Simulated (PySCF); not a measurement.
PySCF job for Se(SH)(SMe) (CH4S2Se), SMILES S[Se]SC, TDA-ωB97X/def2-SVPD. The structure is a stationary point at PBE-D3(BJ)/def2-SVP. The structure was generated by enumeration, and PubChem lists no compound with its InChIKey, so it may never have been made. One conformer was computed; it need not be the lowest.

```python
import numpy as np
from pyscf import gto, scf, dft, tdscf

mol = gto.M(
    atom='''
    Se    0.03506717    0.11718182    0.84813787
    S     0.39596712    2.00947046   -0.30831370
    H     1.76008038    2.00772137   -0.22061104
    S     0.24458911   -1.53184974   -0.61132846
    C    -1.36328986   -1.51100198   -1.48089660
    H    -2.20307513   -1.67551473   -0.77946033
    H    -1.32664094   -2.33974788   -2.21691404
    H    -1.49180867   -0.55256006   -2.02004795
    ''',
    basis='def2-SVPD',
    charge=0,
    spin=0,
    max_memory=1600,
    verbose=4,
)
mf = dft.RKS(mol, xc='wb97x').density_fit(auxbasis='def2-universal-jkfit')
mf.grids.level = 3
mf.conv_tol = 1e-9
mf.max_cycle = 100
mf.kernel()
mf.grids = dft.Grids(mol).set(level=1).build(with_non0tab=True)  # coarser grid for the response kernel
td = tdscf.TDA(mf)
td.singlet = True
td.nstates = 10
td.conv_tol = 1e-4
td.positive_eig_threshold = 1e-6
td.kernel(x0=td.get_init_guess(mf, 15))
td.analyze()
tt = tdscf.TDA(mf)
tt.singlet = False
tt.nstates = 4
tt.conv_tol = 1e-4
tt.positive_eig_threshold = 1e-6
tt.kernel(x0=tt.get_init_guess(mf, 9))
tt.analyze(verbose=3)
```

Program output:

```
PySCF version 2.14.0

[INPUT] verbose = 4
[INPUT] num. atoms = 8
[INPUT] num. electrons = 76
[INPUT] charge = 0
[INPUT] spin (= nelec alpha-beta = 2S) = 0
[INPUT] symmetry False subgroup None
[INPUT] Mole.unit = angstrom
[INPUT] Symbol           X                Y                Z      unit          X                Y                Z       unit  Magmom
[INPUT]  1 Se     0.035067170000   0.117181820000   0.848137870000 AA    0.066267347264   0.221441546578   1.602748290172 Bohr   0.0
[INPUT]  2 S      0.395967120000   2.009470460000  -0.308313700000 AA    0.748269411133   3.797348824804  -0.582628453451 Bohr   0.0
[INPUT]  3 H      1.760080380000   2.007721370000  -0.220611040000 AA    3.326069875420   3.794043523737  -0.416894445655 Bohr   0.0
[INPUT]  4 S      0.244589110000  -1.531849740000  -0.611328460000 AA    0.462206430951  -2.894776472586  -1.155243361552 Bohr   0.0
[INPUT]  5 C     -1.363289860000  -1.511001980000  -1.480896600000 AA   -2.576244463797  -2.855379915876  -2.798488992800 Bohr   0.0
[INPUT]  6 H     -2.203075130000  -1.675514730000  -0.779460330000 AA   -4.163208627541  -3.166263957375  -1.472966548663 Bohr   0.0
[INPUT]  7 H     -1.326640940000  -2.339747880000  -2.216914040000 AA   -2.506988042236  -4.421482693732  -4.189360377303 Bohr   0.0
[INPUT]  8 H     -1.491808670000  -0.552560060000  -2.020047950000 AA   -2.819109816552  -1.044187180773  -3.817337383989 Bohr   0.0

nuclear repulsion = 427.44359222576
number of shells = 61
number of NR pGTOs = 243
number of NR cGTOs = 147
basis = def2-SVPD
ecp = {}


******** <class 'pyscf.df.df_jk.DFRKS'> ********
method = DFRKS
initial guess = minao
damping factor = 0
level_shift factor = 0
DIIS = <class 'pyscf.scf.diis.CDIIS'>
diis_start_cycle = 1
diis_space = 8
diis_damp = 0
SCF conv_tol = 1e-09
SCF conv_tol_grad = None
SCF max_cycles = 100
direct_scf = False
XC library pyscf.dft.libxc version 7.1.2
    S. Lehtola, C. Steigemann, M. J. T. Oliveira, and M. A. L. Marques,  SoftwareX 7, 1–5 (2018)
XC functionals = wb97x
    J.-D. Chai and M. Head-Gordon,  J. Chem. Phys. 128, 084106 (2008)
radial grids:
    Treutler-Ahlrichs [JCP 102, 346 (1995); DOI:10.1063/1.469408] (M4) radial grids

becke partition: Becke, JCP 88, 2547 (1988); DOI:10.1063/1.454033
pruning grids: <function nwchem_prune>
grids dens level: 3
symmetrized grids: False
atomic radii adjust function: <function treutler_atomic_radii_adjust>
small_rho_cutoff = 0
Set gradient conv threshold to 3.16228e-05
Initial guess from minao.
tot grids = 111536
******** <class 'pyscf.df.df.DF'> ********
auxbasis = def2-universal-jkfit
Create RSH-DF object <pyscf.df.df.DF object> for omega=0.3
******** <class 'pyscf.df.df.DF'> ********
auxbasis = auxmol.basis = def2-universal-jkfit
init E= -3237.11568096452
  HOMO = -0.273796580549484  LUMO = -0.0870602702096623  gap/eV = 5.08135
cycle= 1 E= -3237.8929591353  delta_E= -0.777  |g|= 0.291  |ddm|=  3.2
  HOMO = -0.349078429906726  LUMO = -0.00984328120262967  gap/eV = 9.23106
cycle= 2 E= -3237.91351162314  delta_E= -0.0206  |g|= 0.195  |ddm|= 0.567
  HOMO = -0.33971080827628  LUMO = 0.00545764755485889  gap/eV = 9.39251
cycle= 3 E= -3237.92037868394  delta_E= -0.00687  |g|= 0.0355  |ddm|= 0.269
  HOMO = -0.342044309111893  LUMO = 0.00560511766807359  gap/eV = 9.46002
cycle= 4 E= -3237.92076405664  delta_E= -0.000385  |g|= 0.0112  |ddm|= 0.0614
  HOMO = -0.3427717662879  LUMO = 0.00551665556360836  gap/eV = 9.47741
cycle= 5 E= -3237.92082221452  delta_E= -5.82e-05  |g|= 0.00319  |ddm|= 0.024
  HOMO = -0.342506546940785  LUMO = 0.00568718484717579  gap/eV = 9.47483
cycle= 6 E= -3237.92082857771  delta_E= -6.36e-06  |g|= 0.00117  |ddm|= 0.00863
  HOMO = -0.342544051073554  LUMO = 0.00573388554642751  gap/eV = 9.47713
cycle= 7 E= -3237.92082967171  delta_E= -1.09e-06  |g|= 0.000394  |ddm|= 0.00351
  HOMO = -0.342580597014542  LUMO = 0.00569685925817032  gap/eV = 9.47711
cycle= 8 E= -3237.92082984569  delta_E= -1.74e-07  |g|= 0.000153  |ddm|= 0.00147
  HOMO = -0.342567070787018  LUMO = 0.00570883268886746  gap/eV = 9.47707
cycle= 9 E= -3237.9208298757  delta_E= -3e-08  |g|= 4.75e-05  |ddm|= 0.000712
  HOMO = -0.342569020073882  LUMO = 0.00570960966800715  gap/eV = 9.47714
cycle= 10 E= -3237.92082987853  delta_E= -2.83e-09  |g|= 1.97e-05  |ddm|= 0.000215
  HOMO = -0.342566824259003  LUMO = 0.00571009158314117  gap/eV = 9.47710
cycle= 11 E= -3237.92082987883  delta_E= -3.06e-10  |g|= 6.42e-06  |ddm|= 7.46e-05
  HOMO = -0.342567490438174  LUMO = 0.00571022534409504  gap/eV = 9.47712
Extra cycle  E= -3237.92082987887  delta_E= -3.87e-11  |g|= 4.27e-06  |ddm|= 2.03e-05
converged SCF energy = -3237.92082987887
tot grids = 35032
Overwritten attributes  positive_eig_threshold  of <class 'pyscf.tdscf.rks.TDA'>


******** <class 'pyscf.tdscf.rks.TDA'> for <class 'pyscf.df.df_jk.DFRKS'> ********
nstates = 10 singlet
deg_eia_thresh = 1.000e-03
wfnsym = None
conv_tol = 0.0001
eigh lindep = 1e-12
eigh level_shift = 0
eigh max_cycle = 100


Excitation energies (eV)
[4.1024488  4.44383549 4.59233862 4.73617391 5.35328045 6.24356115
 6.49806545 6.60545723 6.73628374 7.18256798]

** Singlet excitation energies and oscillator strengths **
Excited State   1:      4.10245 eV    302.22 nm  f=0.0011
      37 -> 39       -0.25269
      38 -> 39       -0.62992
Excited State   2:      4.44384 eV    279.00 nm  f=0.0065
      36 -> 40       -0.11366
      37 -> 39       -0.36409
      38 -> 39        0.14046
      38 -> 40       -0.54014
      38 -> 44        0.11172
Excited State   3:      4.59234 eV    269.98 nm  f=0.0120
      36 -> 39       -0.56905
      36 -> 40       -0.17011
      37 -> 39       -0.20922
      37 -> 40        0.11275
      38 -> 40        0.21658
Excited State   4:      4.73617 eV    261.78 nm  f=0.0094
      36 -> 39        0.28715
      37 -> 39       -0.33120
      37 -> 40        0.48089
      37 -> 44       -0.10513
      38 -> 40        0.18072
Excited State   5:      5.35328 eV    231.60 nm  f=0.0200
      36 -> 39        0.19390
      36 -> 40       -0.18581
      37 -> 39       -0.27818
      37 -> 40       -0.44470
      38 -> 39        0.18833
      38 -> 40        0.28936
Excited State   6:      6.24356 eV    198.58 nm  f=0.0532
      36 -> 40       -0.47311
      36 -> 41       -0.25086
      37 -> 39        0.10668
      38 -> 41        0.31269
      38 -> 42       -0.13397
Excited State   7:      6.49807 eV    190.80 nm  f=0.1390
      34 -> 39       -0.11291
      36 -> 39        0.13520
      36 -> 40       -0.30345
      36 -> 41        0.45947
      36 -> 42       -0.12978
      36 -> 46       -0.10450
      37 -> 39        0.12703
      38 -> 41       -0.15923
Excited State   8:      6.60546 eV    187.70 nm  f=0.0461
      36 -> 40        0.19340
      36 -> 41        0.20541
      37 -> 42        0.21735
      37 -> 43        0.13894
      37 -> 45        0.10180
      38 -> 41        0.25348
      38 -> 42       -0.29584
      38 -> 43       -0.20113
      38 -> 44       -0.11648
      38 -> 45       -0.15124
      38 -> 51        0.11156
Excited State   9:      6.73628 eV    184.05 nm  f=0.0115
      36 -> 41        0.10918
      37 -> 41        0.47788
      37 -> 42       -0.16461
      38 -> 41        0.38253
      38 -> 46       -0.11262
Excited State  10:      7.18257 eV    172.62 nm  f=0.0311
      35 -> 39       -0.41817
      35 -> 40       -0.11789
      37 -> 41       -0.28969
      37 -> 42       -0.10992
      38 -> 41        0.21114
      38 -> 42        0.28747

** Transition electric dipole moments (AU) **
state          X           Y           Z        Dip. S.      Osc.
  1         0.0943     -0.0039      0.0474      0.0111      0.0011
  2        -0.0650     -0.2068      0.1125      0.0596      0.0065
  3         0.0365     -0.1878     -0.2643      0.1065      0.0120
  4        -0.0239     -0.2566      0.1195      0.0807      0.0094
  5        -0.0852     -0.3805      0.0140      0.1522      0.0200
  6         0.1459      0.5688      0.0558      0.3480      0.0532
  7         0.0390      0.8713      0.3350      0.8729      0.1390
  8        -0.0627     -0.5194      0.1056      0.2849      0.0461
  9         0.1710     -0.1640      0.1158      0.0696      0.0115
 10        -0.0073      0.0158      0.4198      0.1765      0.0311

** Transition velocity dipole moments (imaginary part, AU) **
state          X           Y           Z        Dip. S.      Osc.
  1         0.1060      0.0057      0.0183      0.0116      0.0513
  2        -0.0191     -0.0390      0.0188      0.0022      0.0091
  3         0.0337     -0.0360     -0.0549      0.0054      0.0215
  4         0.0244     -0.0348      0.0605      0.0055      0.0209
  5        -0.0081     -0.0220     -0.0129      0.0007      0.0024
  6         0.0204      0.0155     -0.0072      0.0007      0.0021
  7         0.0137      0.1304      0.0934      0.0259      0.0724
  8        -0.0521     -0.1000      0.0818      0.0194      0.0533
  9         0.0174      0.0146      0.0064      0.0006      0.0015
 10         0.0194     -0.0108      0.0544      0.0034      0.0087

** Transition magnetic dipole moments (imaginary part, AU) **
state          X           Y           Z
  1         0.1906      0.2196      0.2871
  2        -0.3280      0.0295      0.3704
  3        -0.1235      0.1678     -0.1419
  4        -0.0964      0.2527     -0.4032
  5        -0.3554     -0.0764     -0.0576
  6         1.3777     -0.5065      0.1425
  7         0.5145      0.4592     -0.0773
  8        -0.4885     -0.5245     -0.1399
  9        -0.5035     -0.6663     -0.4229
 10         0.2310      0.5468      0.3264


******** <class 'pyscf.tdscf.rks.TDA'> for <class 'pyscf.df.df_jk.DFRKS'> ********
nstates = 4 triplet
deg_eia_thresh = 1.000e-03
wfnsym = None
conv_tol = 0.0001
eigh lindep = 1e-12
eigh level_shift = 0
eigh max_cycle = 100


Excitation energies (eV)
[3.34813539 3.75402171 3.88155308 4.08920977]

** Triplet excitation energies and oscillator strengths **
Excited State   1:      3.34814 eV    370.31 nm  f=0.0000
Excited State   2:      3.75402 eV    330.27 nm  f=0.0000
Excited State   3:      3.88155 eV    319.42 nm  f=0.0000
Excited State   4:      4.08921 eV    303.20 nm  f=0.0000
```

The calculation finished and met its thresholds.
